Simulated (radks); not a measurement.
Ce+, configuration [Xe] 5d2 6s1 (not the ground configuration). Method: Dirac Kohn-Sham, PBE, spin-unpolarised, spherical densities, finite nucleus; open shells fill j = l - 1/2 first; Fermi nuclear charge, rms radius 4.8771 fm; computed with a radial shooting solver on a logarithmic mesh with Libxc functionals.

Normalised radial functions P(r) = r R(r) (large component), r in bohr:

r	4d3/2	5s1/2
0.00185	0.0000	0.0589
0.002154	0.0001	0.0662
0.002507	0.0001	0.0743
0.002919	0.0001	0.0830
0.003398	0.0002	0.0923
0.003956	0.0003	0.1020
0.004605	0.0005	0.1121
0.005361	0.0007	0.1221
0.006241	0.0010	0.1318
0.007266	0.0015	0.1405
0.008459	0.0023	0.1476
0.009769	0.0033	0.1521
0.01137	0.0049	0.1535
0.01324	0.0073	0.1503
0.01541	0.0108	0.1411
0.01794	0.0159	0.1246
0.02089	0.0232	0.0996
0.02432	0.0338	0.0653
0.02831	0.0487	0.0217
0.03296	0.0694	-0.0301
0.03837	0.0978	-0.0876
0.04466	0.1359	-0.1458
0.052	0.1857	-0.1979
0.06053	0.2486	-0.2350
0.07047	0.3253	-0.2470
0.08204	0.4141	-0.2246
0.09551	0.5105	-0.1622
0.1112	0.6055	-0.0608
0.1294	0.6855	0.0688
0.1507	0.7321	0.2041
0.1754	0.7243	0.3135
0.2042	0.6415	0.3618
0.2377	0.4699	0.3207
0.2768	0.2085	0.1820
0.3222	-0.1253	-0.0335
0.3751	-0.4940	-0.2734
0.4367	-0.8455	-0.4648
0.5084	-1.1227	-0.5360
0.5918	-1.2778	-0.4427
0.689	-1.2889	-0.1902
0.8021	-1.1681	0.1640
0.9337	-0.9560	0.5297
1.087	-0.7070	0.8166
1.255	-0.4829	0.9607
1.461	-0.2899	0.9614
1.701	-0.1540	0.8325
1.981	-0.0714	0.6311
2.306	-0.0284	0.4199
2.684	-0.0095	0.2446
3.125	-0.0026	0.1239
3.638	-0.0006	0.0538
4.235	-0.0001	0.0197
4.93	0.0000	0.0059
5.74	0.0000	0.0014
6.682	0.0000	0.0003
7.779	0.0000	0.0000
9.056	0.0000	0.0000
10.54	0.0000	0.0000
12.27	0.0000	0.0000

4d3/2: eigenvalue -125.91 eV, 1 radial node at r = 0.305 bohr, <r> = 0.732 bohr, 90 % of the charge inside 1.10 bohr. 5s1/2: eigenvalue -49.781 eV, 4 radial nodes at r = 0.0302, 0.120, 0.315, 0.750 bohr, <r> = 1.49 bohr, 90 % of the charge inside 2.13 bohr.
